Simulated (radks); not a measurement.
All-electron atom: Ho LXII in [He] 2s2 2p2. Calculated with a radial shooting solver on a logarithmic mesh with Libxc functionals: Dirac Kohn-Sham, BLYP, spin-unpolarised, spherical densities, finite nucleus; open shells fill j = l - 1/2 first; Fermi nuclear charge, rms radius 5.2022 fm.

Normalised radial functions P(r) = r R(r) (large component), r in bohr:

r            3s1/2
0.0009274   0.2669
0.001151    0.3170
0.001417    0.3725
0.001759    0.4382
0.002183    0.5120
0.002709    0.5933
0.003362    0.6802
0.004173    0.7691
0.005138    0.8512
0.006377    0.9239
0.007914    0.9713
0.009822    0.9761
0.01219     0.9172
0.01513     0.7714
0.01863     0.5297
0.02312     0.1640
0.02869    -0.3047
0.03561    -0.8239
0.0442     -1.2892
0.05485    -1.5467
0.06753    -1.4392
0.08382    -0.8487
0.104       0.1839
0.1291      1.3831
0.1602      2.3008
0.1973      2.5549
0.2448      2.1213
0.3039      1.3243
0.3771      0.5787
0.4681      0.1628
0.5809      0.0281

3s1/2 (empty): eigenvalue -6321.5 eV, 2 radial nodes at r = 0.0251, 0.101 bohr, <r> = 0.201 bohr, 90 % of the charge inside 0.293 bohr.
